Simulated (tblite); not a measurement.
Compound: C6H13ClO2S.
Numbering: `[CH3:1][CH:2]([CH3:3])[C:4]([CH3:5])([CH3:6])[S:7](=[O:8])(=[O:9])[Cl:10]` (hydrogens: H11, H12, H13 on C1; H14 on C2; H15, H16, H17 on C3; H18, H19, H20 on C5; H21, H22, H23 on C6)

Structure used (GFN2-xTB), in Å, numbered top down from 1:
```
atom  x, y, z in Å
C1     1.6971   -0.9385    0.8369
C2     0.9045    0.2570    0.2962
C3     1.6153    0.8172   -0.9355
C4    -0.5535   -0.1182    0.0323
C5    -1.2393   -0.7594    1.2203
C6    -0.8244   -0.8653   -1.2581
S7    -1.5239    1.4374   -0.2285
O8    -2.9219    1.1395   -0.2582
O9    -1.0093    2.2656   -1.2738
Cl10  -1.2168    2.4782    1.5050
H11    1.6765   -1.7663    0.1323
H12    2.7329   -0.6441    0.9808
H13    1.3088   -1.2786    1.7916
H14    0.8963    1.0329    1.0704
H15    1.0346    1.6099   -1.3958
H16    1.7961    0.0357   -1.6696
H17    2.5774    1.2287   -0.6402
H18   -0.9787   -0.2463    2.1432
H19   -0.9614   -1.8075    1.3066
H20   -2.3175   -0.7003    1.0871
H21   -1.8883   -1.0796   -1.3376
H22   -0.5334   -0.2653   -2.1163
H23   -0.2760   -1.8056   -1.2789
```

Method: GFN2-xTB as coded in tblite; computed harmonic values from a numerical Hessian at the method's own geometry, unscaled. Errors from tens to a few hundred cm⁻¹ against measured bands are possible. One conformer, not necessarily the lowest.

Harmonic wavenumbers (cm⁻¹): 48.1, 90.0, 138.3, 187.5, 189.8, 211.0, 225.8, 245.4, 256.2, 278.8, 293.8, 300.3, 305.9, 324.5, 341.3, 370.7, 430.1, 485.7, 517.6, 519.4, 652.3, 775.8, 937.1, 952.9, 969.2, 980.4, 993.7, 1007.9, 1088.9, 1110.3, 1138.0, 1156.7, 1173.4, 1215.8, 1265.7, 1268.4, 1307.9, 1336.2, 1396.5, 1406.7, 1414.1, 1424.6, 1465.0, 1476.5, 1481.0, 1484.8, 1499.8, 1502.3, 1507.7, 1511.9, 2937.1, 3019.8, 3033.2, 3036.7, 3038.2, 3041.4, 3041.8, 3044.3, 3046.7, 3053.5, 3055.5, 3065.5, 3084.1.

A = 1363, B = 827.1, C = 788.4 MHz; mass 184.032 u (most abundant isotopes); point group C1, symmetry number 1.

Problem. What is the zero-point energy?

Solution. Half the sum of the wavenumbers: 41080 cm⁻¹ = 117.45 kcal/mol.

Problem. What is S at 500 K and 1 bar for an ideal gas of classical rigid rotors and harmonic oscillators?

Solution. Translation 44.13, rotation 31.81, vibration 63.24: S = 139.2 cal/(mol K).

Problem. And Cp and H(500 K) − H(0)?

Solution. Cp = 69.15 cal/(mol K), of which vibrations give 61.20 (their classical limit is 63 R = 125.2); H(500 K) − H(0) = 20.53 kcal/mol without the zero-point energy, 16.55 from vibrations.

Problem. How do the functions run with temperature in this model?

Solution. 
| T (K) | S (cal/(mol K)) | Cp (cal/(mol K)) | H − H(0) (kcal/mol) | G − H(0) (kcal/mol) | ln q(vib) |
| --- | --- | --- | --- | --- | --- |
| 100 | 71.7 | 22.2 | 1.34 | -5.82 | 1.53 |
| 200 | 92.1 | 37.2 | 4.38 | -14.04 | 4.78 |
| 300 | 109.4 | 48.6 | 8.67 | -24.13 | 8.31 |
| 800 | 176.6 | 90.1 | 44.68 | -96.63 | 24.69 |
| 1000 | 197.8 | 99.4 | 63.68 | -134.12 | 30.50 |

q(vib) and H(0) count from the zero-point level.

Problem. Blend soft modes into free rotors: weight 1/[1 + (100 cm⁻¹/ν̃)⁴] for the oscillator and the rest for a rotor with moment μB/(μ + B), μ = h/(8π²ν), B = 10⁻⁴⁴ kg m². What vibrational entropy results?

Solution. 60.50 cal/(mol K) in place of 63.24, which changes −T·S at 500 K by +1.37 kcal/mol.

Problem. Which modes carry the vibrational entropy at 500 K?

Solution. 48.1 cm⁻¹: 5.92; 90.0 cm⁻¹: 4.68; 138.3 cm⁻¹: 3.83; 187.5 cm⁻¹: 3.24; 189.8 cm⁻¹: 3.21; 211.0 cm⁻¹: 3.01 cal/(mol K); the other 57 give 39.35 together.

Hindered rotation and anharmonicity are outside this model. Other conformers, if any are populated, would add a mixing term that is left out. The structure is chiral; the term R ln 2 for an equal mix with its mirror image is left out.

Hardware: one thread, Arm Neoverse V1 (aarch64), shared host with 32 logical CPUs at a one-minute load of 11. Cost: 1.3 s wall. The figure is for the frequency step alone.
